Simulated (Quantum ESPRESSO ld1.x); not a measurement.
Species: Ru3+. Configuration: [Kr] 4d5. All-electron calculation, non-relativistic Kohn-Sham, LDA (Slater exchange, Perdew-Zunger correlation), spin-polarised, spherical densities, point nucleus; open shells are filled with parallel spins first; relativity is left out, which matters for an element this heavy. Program: ld1.x of Quantum ESPRESSO 7.5.

Unscreened Slater integrals over Kohn-Sham orbitals (cm^-1). They are taken over the spin-up orbitals.

\begin{tabular}{lr}
integral & value \\ \hline
F0(4d,4d) & 139700 \\
F2(4d,4d) & 70559 \\
F4(4d,4d) & 46351 \\
F0(4d,4p) & 154870 \\
F2(4d,4p) & 77150 \\
G1(4d,4p) & 97213 \\
G3(4d,4p) & 59552 \\
F0(4d,4s) & 159100 \\
G2(4d,4s) & 72150 \\
F0(4d,3d) & 188260 \\
F2(4d,3d) & 35870 \\
F4(4d,3d) & 15681 \\
G0(4d,3d) & 11486 \\
G2(4d,3d) & 13104 \\
G4(4d,3d) & 9914.8 \\
F0(4p,4p) & 176360 \\
F2(4p,4p) & 92721 \\
F0(4p,4s) & 182730 \\
G1(4p,4s) & 124690 \\
F0(4p,3d) & 228770 \\
F2(4p,3d) & 53158 \\
G1(4p,3d) & 16982 \\
G3(4p,3d) & 16470 \\
F0(4s,4s) & 189930 \\
F0(4s,3d) & 242970 \\
G2(4s,3d) & 19125 \\
F0(3d,3d) & 520300 \\
F2(3d,3d) & 257740 \\
F4(3d,3d) & 164070 \\
\end{tabular}

Derived for the open shells (J is the average intra-shell exchange parameter used in DFT+U). 4d: Racah B = F2/49 - 5 F4/441 = 914.5 cm^-1, C = 35 F4/441 = 3679 cm^-1, C/B = 4.02, F4/F2 = 0.657, J = (F2 + F4)/14 = 8351 cm^-1.
